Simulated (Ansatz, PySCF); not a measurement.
Reaction 2 R1 → P1 + P2, each structure at its B3LYP-D3(BJ)/def2-TZVP stationary point, reached from a drawn start (curvature not checked).
P1, Br3Ti (SMILES [Br][Ti]([Br])[Br]) (charge 0, multiplicity 2):
```xyz
4

Ti     0.000     0.000    -0.001
Br     2.354    -0.009    -0.009
Br    -1.168     2.043    -0.002
Br    -1.186    -2.033     0.011
```
R1, Br2Ti (SMILES [Br][Ti][Br]) (charge 0, multiplicity 3, Z-matrix in Å and degrees):
```
Ti
Br 1 2.4031
Br 1 2.4031 2 179.98
```
P2, BrTi (SMILES [Ti][Br]) (charge 0, multiplicity 4, Z-matrix in Å and degrees):
```
Ti
Br 1 2.4240
```

P less R. No zero-point or thermal terms; open shells are unrestricted; no spin–orbit coupling. The spin states of the d-block species are the ones drawn and need not be the lowest.

The values were computed with Ansatz (Gaussian orbitals); PySCF for the D3/D4 terms. Each number belongs to the level named beside it.

Problem. One of these levels gives 5.43 kcal/mol for the reaction energy. Which?
(A) BLYP-D3(BJ)/def2-TZVPP
(B) SVWN5/def2-TZVPP
(C) HF/def2-SVP
(D) revPBE/def2-TZVPP

Solution. A, BLYP-D3(BJ)/def2-TZVPP. The others give 36.96 (HF/def2-SVP), 2.68 (SVWN5/def2-TZVPP), 6.81 (revPBE/def2-TZVPP)

Ansatz is a program for electronic structure.
